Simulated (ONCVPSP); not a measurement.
nitrogen: one change to an ONCV potential, before and after

| Property | Result |
| --- | --- |
| Element | nitrogen |
| Generator | ONCVPSP 4.0.1 |
| Type | optimised norm-conserving Vanderbilt (ONCV) |
| Functional | PW91 |
| Relativity | scalar-relativistic |
| Frozen core | [He] |
| Valence charge | 5 |
| Reference configuration | 2s2 2p2 (charge +1) |
| Partial waves | 2s: rc 0.70 bohr, ncon 4, nbas 7, qcut 9.2 1/bohr, 2 projectors, debl 1.8 Ha; 2p: rc 1.35 bohr, ncon 3, nbas 7, qcut 12 1/bohr, 1 projector |
| Local potential | polynomial inside 0.50 bohr (lpopt 5, dvloc0 2 Ha) |
| Core correction | polynomial model core, fcfact 0.35 |

All-electron outer shells of the reference configuration (PW91, scalar-relativistic, ld1.x):

```
shell  level (eV)  outermost node (bohr)  outermost maximum (bohr)
   1s     -402.08                      –                      0.15
   2s      -32.52                   0.32                      0.99
   2p      -20.78                      –                      0.92
```

Change: s: ncon 3, nbas 6.

Cutoffs: the cutoffs (Ha) at which the residual kinetic energy of the hardest occupied pseudo-wave falls to 1 and 0.1 mHa per electron; they do not see the model core or the augmentation charge, which bear on the density cutoff. Errors are all-electron minus pseudo energies relative to the spin-unpolarised reference configuration.

**Question.** Predict the effect on cutoff, ghosts and configuration errors.

**Answer.** The potential gets softer (174 Ha and 248 Ha → 38 Ha and 184 Ha); both files keep a bound ghost (s); of the 4 tests that both files solve, the error grows in 0 and shrinks in 1 by more than 15 % and 0.3 meV (median size 21.6 → 18.3 meV).

| quantity | base | changed |
| --- | --- | --- |
| cutoff, loose | 174 Ha | 38 Ha |
| cutoff, tight | 248 Ha | 184 Ha |
| loose cutoff by channel | s 174 Ha, p 38 Ha | s 31 Ha, p 38 Ha |
| bound ghosts | s | s |
| GHOST(+) flags under 300 eV | none | none |
| error for 2s2 2p3, meV [ΔE -13.67 eV] | +4.1 | +3.8 |
| error for 2s2 2p1, meV [ΔE 28.95 eV] | +21 | +20 |
| error for 2s2 2p0, meV [ΔE 76.14 eV] | +167 | +161 |
| error for 2s1 2p4, meV [ΔE -2.19 eV] | +23 | +17 |
| s: phases at 0.71 bohr within 0.05 rad from the reference energy up to (Ha; the scan ends near 5) | to the end of the scan | to the end of the scan |
| p: phases at 1.37 bohr within 0.05 rad from the reference energy up to (Ha; the scan ends near 5) | 2.5 | 2.5 |
| rms error of d²Exc/dni dnj with the model core, mHa | 1.77 | 1.84 |

 A true bound ghost makes a file unfit for plane-wave use even where its test errors are small: the radial tests pick states by their node count and pass the ghost by.
